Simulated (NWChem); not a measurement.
System meant: C4H3FO; SMILES Fc1ccoc1

Here is an NWChem input.

```
start job
memory heap 200 mb stack 900 mb global 1100 mb
geometry units angstroms noautoz
  F     -0.031004     2.061908     0.000000
  C     -0.010789     0.727265     0.000000
  C      1.165102    -0.090265     0.000000
  C      0.692227    -1.381862     0.000000
  O     -0.668763    -1.400896     0.000000
  C     -1.106527    -0.106805     0.000000
  H      2.206596     0.246222     0.000000
  H      1.184587    -2.359543     0.000000
  H     -2.186299     0.061981     0.000000
end
basis spherical
  * library def2-svp
end
dft
  odft
  mult 2
  xc pbe0
  iterations 150
  mulliken
end
task dft energy
```

End of the output:

```
                                 NWChem DFT Module
                                 -----------------

 Summary of "ao basis" -> "ao basis" (spherical)
 ------------------------------------------------------------------------------
       Tag                 Description            Shells   Functions and Types
 ---------------- ------------------------------  ------  ---------------------
 F                          def2-svp                 6       14   3s2p1d
 C                          def2-svp                 6       14   3s2p1d
 O                          def2-svp                 6       14   3s2p1d
 H                          def2-svp                 3        5   2s1p

 Summary of "ao basis" -> "ao basis" (spherical)
 ------------------------------------------------------------------------------
       Tag                 Description            Shells   Functions and Types
 ---------------- ------------------------------  ------  ---------------------
 F                          def2-svp                 6       14   3s2p1d
 C                          def2-svp                 6       14   3s2p1d
 O                          def2-svp                 6       14   3s2p1d
 H                          def2-svp                 3        5   2s1p

      Symmetry analysis of basis
      --------------------------

        a'         72
        a"         27

  number of electrons :                   44
  multiplicity        :                    2
 ------------------------------------------------------------------------
  no. of electrons and multiplicity not compatible                  44
 ------------------------------------------------------------------------
 ------------------------------------------------------------------------
  current input line :
    24: task dft energy
 ------------------------------------------------------------------------
 ------------------------------------------------------------------------
 There is an error in the input file
 ------------------------------------------------------------------------
 For more information see the NWChem manual at https://nwchemgit.github.io

0: no. of electrons and multiplicity not compatible:Received an Error in Communication
```

Question: Can this run be used? If not, why, and what is the fix?

Answer: The input was rejected before any calculation. Cause: the multiplicity doesn't fit the number of electrons (an even count wants an odd multiplicity, and the reverse). This input runs:
```
start job
memory heap 200 mb stack 900 mb global 1100 mb
geometry units angstroms noautoz
  F     -0.031004     2.061908     0.000000
  C     -0.010789     0.727265     0.000000
  C      1.165102    -0.090265     0.000000
  C      0.692227    -1.381862     0.000000
  O     -0.668763    -1.400896     0.000000
  C     -1.106527    -0.106805     0.000000
  H      2.206596     0.246222     0.000000
  H      1.184587    -2.359543     0.000000
  H     -2.186299     0.061981     0.000000
end
basis spherical
  * library def2-svp
end
dft
  xc pbe0
  iterations 150
  mulliken
end
task dft energy
```
It converges to -328.65350 Ha (PBE0/def2-SVP).
